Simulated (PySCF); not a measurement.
C$_{3}$H$_{7}$AlCl$_{2}$, singlet, at a GFN2-xTB geometry (such geometries of metal compounds can be far from the true shape). Base run: B3LYP/6-31G (PySCF).

Here is a job for PySCF.
```python
from pyscf import gto, scf, dft, solvent

mol = gto.M(
    atom='''
Al    0.074185    0.382495    0.077455
Cl    1.812452    1.172591   -0.629824
Cl   -0.792313    1.261203    1.697299
C    -0.796180   -1.207801   -0.829407
C    -1.588180   -2.059165    0.171598
C     0.233722   -2.050639   -1.592057
H    -1.519618   -0.837385   -1.573015
H    -2.148933   -2.839054   -0.344706
H    -0.920280   -2.536750    0.886894
H    -2.292987   -1.442062    0.727767
H     0.804695   -1.429139   -2.280910
H    -0.259831   -2.835083   -2.166789
H     0.934022   -2.521820   -0.904033
''',
    basis='6-31g',
    charge=0,
    spin=0,
    verbose=4,
)

mf = dft.RKS(mol)
mf.xc = 'b3lyp'
mf.kernel()
```

Variants of this job, named by their change:

| change | ΔE vs base (kJ/mol) | dipole (D) | HOMO-LUMO gap (eV) |
|---|---|---|---|
| base | 0.00 | 2.78 | 6.26 |
| model = IEF-PCM; solvent = dichloromethane; lebedev_order = 41 | -25.55 | 3.23 | 6.45 |
| model = IEF-PCM; solvent = dichloromethane; vdw_scale = 1.0 | -60.1 | 3.28 | 6.69 |
| model = ddCOSMO; solvent = dichloromethane | -17.94 | 3.20 | 6.39 |
| model = IEF-PCM; solvent = chloroform | -20.90 | 3.17 | 6.41 |
| model = IEF-PCM; solvent = dichloromethane; r_probe = 0.5 | -9.83 | 3.10 | 6.32 |
| model = SS(V)PE; solvent = dichloromethane | -24.81 | 3.22 | 6.45 |
| model = COSMO; solvent = dichloromethane | -25.72 | 3.21 | 6.47 |
| model = IEF-PCM; solvent = dichloromethane | -25.37 | 3.23 | 6.45 |
| model = IEF-PCM; solvent = n-hexane | -10.20 | 3.00 | 6.32 |
| model = IEF-PCM; solvent = dichloromethane; vdw_scale = 1.4 | -12.82 | 3.15 | 6.33 |
| model = IEF-PCM; solvent = dichloromethane; vdw_scale = 1.1 | -38.6 | 3.26 | 6.55 |

The base is the gas phase, so ΔE is the electrostatic part of solvation at a fixed geometry, without cavity and dispersion terms.
